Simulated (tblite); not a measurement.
C6H8FO (doublet state).
SMILES with atom numbers: `[CH2:1]=[C:2]1[CH:3][CH2:4][C@H:5]([F:6])[CH2:7][O:8]1` (hydrogens: H9, H10 on C1; H11 on C3; H12, H13 on C4; H14 on C5; H15, H16 on C7)

A start from a force field or distance geometry was refined with GFN2-xTB geometry optimisation, gas phase in tblite 0.8.0. Values at the start:

```tsv
coordinate	start
C1=C2	1.340 Å
C1–H9	1.090 Å
C1–H10	1.079 Å
C2–C3	1.502 Å
C2–O8	1.368 Å
C3–C4	1.547 Å
C3–H11	1.116 Å
C4–C5	1.518 Å
C4–H12	1.105 Å
C4–H13	1.112 Å
C5–F6	1.371 Å
C5–C7	1.510 Å
C5–H14	1.116 Å
C7–O8	1.402 Å
C7–H15	1.115 Å
C7–H16	1.108 Å
C1–C2–C3	118.9°
C1–C2–O8	123.8°
C2–C3–C4	106.6°
C2–O8–C7	125.3°
C3–C2–O8	117.3°
C3–C4–C5	102.5°
C4–C5–C7	105.1°
F6–C5–C7	114.4°
C1–C2–O8–C7	-146°
C2–C3–C4–C5	-58°
C3–C4–C5–F6	-153°
C5–C7–O8–C2	-11°
```

Q: How do these coordinates change at the GFN2-xTB level?

A: 
```
 coordinate  GFN2-xTB (Å or °)  change
      C2–C3              1.384  -0.118
      C3–C4              1.489  -0.058
     C3–H11              1.076  -0.040
      C1=C2              1.376  +0.036
     C5–H14              1.097  -0.019
      C1–H9              1.071  -0.019
      C5–C7              1.529  +0.019
     C7–H15              1.099  -0.016
     C7–H16              1.092  -0.016
     C4–H13              1.098  -0.014
     C4–H12              1.094  -0.011
      C5–F6              1.379  +0.008
      C2–O8              1.376  +0.008
     C1–H10              1.072  -0.007
      C4–C5              1.524  +0.006
      C7–O8              1.405  +0.003
   C2–C3–C4              123.4   +16.8
   C2–O8–C7              115.8    -9.5
   C1–C2–O8              115.6    -8.2
   C3–C4–C5              109.5    +7.0
   F6–C5–C7              109.3    -5.1
   C1–C2–C3              123.2    +4.3
   C3–C2–O8              121.2    +3.9
   C4–C5–C7              108.8    +3.7
C5–C7–O8–C2                 49     +60
C1–C2–O8–C7                166     -48
C2–C3–C4–C5                -13     +45
C3–C4–C5–F6                163     -44
```

The energy falls by 1.607 eV over 88 L-BFGS steps, the largest force on an atom goes from 3.36 to 0.009 eV/Å, and the atoms move by 0.647 Å rms after alignment. The bond that changes most is C2–C3 (ends: carbon bonded to 2 C and O; carbon bonded to 2 C and H), which shortens by 0.118 Å. Bonds longer at the end by more than 0.005 Å: 5 of 16; shorter: 10. Among the dihedrals that turn most is H11–C3–C4–H13, from 170° to -74°. Rotational constants go from 4578, 1515, 1257 to 4826, 1482, 1182 MHz.

The run took 0.4 s of wall time on one thread of an Arm Neoverse V2, no GPU, shared host with 32 logical CPUs at a one-minute load of 16.

Its GFN2-xTB frequencies are all real (lowest 94 cm⁻¹). 3 starts were optimised and ended at 0.00, 2.28 and 4.54 kcal/mol (GFN2-xTB); the lowest of these is shown.

One conformer stands for the species.

The numbers are calculated, not measured.
